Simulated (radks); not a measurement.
Charge is removed step by step from the 3p down level of K2+, starting from [Ne] 3s2 3p(up 3, down 2). Method: non-relativistic Kohn-Sham, r2SCAN, spin-polarised, spherical densities, point nucleus; meta-GGA in the generalised Kohn-Sham scheme; computed with a radial shooting solver on a logarithmic mesh with Libxc functionals.

| removed (e) | E - E(0) (eV) | eigenvalue (eV) | E minus straight line (eV) |
|---|---|---|---|
| 0 | 0.000 | -38.877 | 0.000 |
| 0.125 | 4.968 | -40.611 | -0.771 |
| 0.25 | 10.153 | -42.357 | -1.323 |
| 0.375 | 15.558 | -44.114 | -1.657 |
| 0.5 | 21.182 | -45.881 | -1.771 |
| 0.625 | 27.028 | -47.658 | -1.664 |
| 0.75 | 33.097 | -49.444 | -1.333 |
| 0.875 | 39.390 | -51.238 | -0.779 |
| 1 | 45.907 | -53.039 | 0.000 |

Removing the whole electron costs 45.907 eV by Delta-SCF, against 38.877 eV from minus the eigenvalue at the starting occupation. Slater's transition state (half an electron removed) gives 45.881 eV. Integrating minus the eigenvalue over the occupation (Janak's theorem) gives 45.907 eV. The mean slope of the eigenvalue, de/dn, is 14.2 eV per electron. Ionisation energy of K2+ in the NIST Atomic Spectra Database: 45.803 eV (semi-empirical).
